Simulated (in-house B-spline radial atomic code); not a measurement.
The numbers below are computed, except where a source is named.
## Correlation energy from the adiabatic connection: −Z exp(−kr)/r, Z = 3.04, k = 0.107

Two electrons in a singlet, external potential −Z exp(−kr)/r, Z = 3.04, k = 0.107 (atomic units). Full CI in B-splines (partial waves to l = 8, correlation up to 0.6 % small) with the density held fixed gives W(λ) = <V_ee>_λ − U, and E_c is the integral of W(λ) − W(0) from 0 to 1.

```json
{"λ": "0", "W(λ) − W(0) (hartree)": "0.00000"}
{"λ": "0.02", "W(λ) − W(0) (hartree)": "-0.00189"}
{"λ": "0.05", "W(λ) − W(0) (hartree)": "-0.00470"}
{"λ": "0.12", "W(λ) − W(0) (hartree)": "-0.01118"}
{"λ": "0.25", "W(λ) − W(0) (hartree)": "-0.02289"}
{"λ": "0.4", "W(λ) − W(0) (hartree)": "-0.03591"}
{"λ": "0.6", "W(λ) − W(0) (hartree)": "-0.05250"}
{"λ": "0.8", "W(λ) − W(0) (hartree)": "-0.06825"}
{"λ": "1", "W(λ) − W(0) (hartree)": "-0.08324"}
```

**Question.** Integrate the table by the trapezoid rule.

**Answer.** The strips give -0.00002, -0.00010, -0.00056, -0.00221, -0.00441, -0.00884, -0.01208, -0.01515, which sum to -0.04336 hartree. The direct value, W(1) − W(0) + T_c with T_c = 0.03982, is -0.04342; the curve is convex, so chords lie above it and the trapezoids fall short in size by 0.12 %.

**Question.** Now use only three numbers: W(0) = -1.6733, the initial slope W'(0) = -0.09477 (extrapolated from the first points) and the strong-coupling limit of the point-charge-plus-continuum model, W∞ = -2.3816. What do second-order theory and the interpolation W(λ) = W∞ + (W(0) − W∞)/√(1 + 2χλ) of Seidl, Perdew and Levy give?

**Answer.** Second order keeps the slope alone: E_c = W'(0)/2 = -0.04738, +9 % in size against -0.04342. Matching the slope fixes χ = W'(0)/(W∞ − W(0)) = -0.09477/(-0.70830) = 0.13380. Integrating, with s = √(1 + 2χ) = 1.125877, E_c = −(W(0) − W∞)(s − 1)/(s + 1) = −0.70830 × 0.125877/2.125877 = -0.04194 hartree, -3.4 % in size against the full result. At λ = 1 the formula gives W − W(0) = -0.07919 against -0.08324. Part of the miss can come from the model's W∞.
